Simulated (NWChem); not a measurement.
System meant: MgHSeI; SMILES [SeH][Mg][I]

Input file for NWChem:

```
start job
memory heap 200 mb stack 900 mb global 1100 mb
geometry units angstroms noautoz
  Mg    -0.076425     0.601124     0.000201
  I     -0.275691    -1.961733    -0.000365
  Se     0.145837     3.026024     0.000918
  H     -1.338667     3.123479    -0.007586
end
basis spherical
  * library def2-svp
end
ecp
  I library def2-ecp
end
dft
  xc pbe0
  iterations 4
  mulliken
end
task dft energy
```

End of the output:

```
    Atom       Charge   Shell Charges
 -----------   ------   -------------------------------------------------------
    1 Mg  12    12.26   2.00  1.95  0.53  0.20  5.84  0.58  0.53  0.65
    2 I   25    24.86   1.25  0.73  1.00  0.72  2.77  3.19  2.50  2.69  9.48  0.53
    3 Se  34    33.92   2.00  2.00  1.96  1.03  0.59  5.99  5.80  2.04  2.47  7.83  2.03  0.18
    4 H    1     0.96   0.57  0.32  0.06

 center of mass
 --------------
 x =   0.01593008 y =  -0.11305282 z =   0.00000000

 moments of inertia (a.u.)
 ------------------
        4418.305499563076           0.000000000000           0.000000000000
           0.000000000000           7.868004415598           0.000000000000
           0.000000000000           0.000000000000        4426.173503978673

     Multipole analysis of the density
     ---------------------------------

     L   x y z        total         alpha         beta         nuclear
     -   - - -        -----         -----         ----         -------
     0   0 0 0     -0.000000    -36.000000    -36.000000     72.000000

     1   1 0 0     -0.200851      0.140525      0.140525     -0.481901
     1   0 1 0      0.196778    -54.405879    -54.405879    109.008537
     1   0 0 1     -0.000000     -0.000000     -0.000000      0.000000

     2   2 0 0    -39.570614    -23.640116    -23.640116      7.709619
     2   1 1 0     -1.405540      2.699963      2.699963     -6.805466
     2   1 0 1     -0.000000     -0.000000     -0.000000      0.000000
     2   0 2 0    -50.662340   -762.268637   -762.268637   1473.874933
     2   0 1 1      0.000000      0.000000      0.000000      0.000000
     2   0 0 2    -42.873325    -21.436663    -21.436663      0.000000

 ------------------------------------------------------------------------
 dft energy failed                                                                                  0
 ------------------------------------------------------------------------
 ------------------------------------------------------------------------
  current input line :
    20: task dft energy
 ------------------------------------------------------------------------
 ------------------------------------------------------------------------
 This type of error is most commonly associated with calculations not reaching convergence criteria
 ------------------------------------------------------------------------
 For more information see the NWChem manual at https://nwchemgit.github.io

0:dft energy failed:Received an Error in Communication
```

**Question.** Can this run be used? If not, why, and what is the fix?

**Answer.** The run did not converge; its last values are not results. Cause: the SCF was allowed too few iterations. This input runs:
```
start job
memory heap 200 mb stack 900 mb global 1100 mb
geometry units angstroms noautoz
  Mg    -0.076425     0.601124     0.000201
  I     -0.275691    -1.961733    -0.000365
  Se     0.145837     3.026024     0.000918
  H     -1.338667     3.123479    -0.007586
end
basis spherical
  Mg library def2-svp
  I library def2-svp
  Se library def2-svp
  H library def2-svp
end
ecp
  I library def2-ecp
end
dft
  xc pbe0
  iterations 150
  mulliken
end
task dft energy
```
It converges to -2899.31139 Ha (PBE0/def2-SVP with def2 effective core potentials on I).
